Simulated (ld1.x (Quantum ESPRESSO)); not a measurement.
# Tc: excitation energies, all-electron against TM

Tc, norm-conserving Troullier–Martins (Kleinman–Bylander form), made with ld1.x (Quantum ESPRESSO) 7.5 (PW91, fully relativistic). Core [Kr], reference 4d5 5s1.5 5p0 (charge +0.5). Waves: 5p (bound, empty): rc 3.00 bohr; 4d (bound): rc 1.65 bohr; 5s (bound): rc 2.35 bohr. Local part: the s channel. Core correction: a·sin(br)/r model core inside 1.65 bohr.

Open shells are filled in proportion to 2j + 1 (rel_dist='average').

Energies are relative to the spin-unpolarised reference configuration 4d5 5s1.5 5p0; without spin polarisation the order of configurations can differ from experiment. The frozen-core shift is the all-electron ΔE with the core orbitals held at their reference shape minus the fully relaxed ΔE.

```csv
valence configuration,charge,ΔE all-electron (eV),error AE − PS (meV),frozen-core shift (meV)
4d5 5s2 5p0,0,-3.313,-1.1,+0.2
4d5 5s0 5p0,+2,19.822,-29,+6.7
4d3 5s0 5p0,+4,90.696,-990,+916
4d6 5s1 5p0,0,-4.245,-98,+39
4d4 5s2 5p0,+1,8.381,-146,+81
4d5.5 5s1.5 5p0,0,-3.943,-23,+11
```

**Question.** What are ΔE and the potential's error for 4d5 5s1 5p0?

**Answer.** ΔE = 4.905 eV all-electron; the error (AE − PS) is -1.9 meV.

Levels in the configuration 4d5 5s0 5p0:

```tsv
level	all-electron (eV)	pseudo (eV)
4d j=3/2	-22.751	-22.747
4d j=5/2	-22.442	-22.440
```
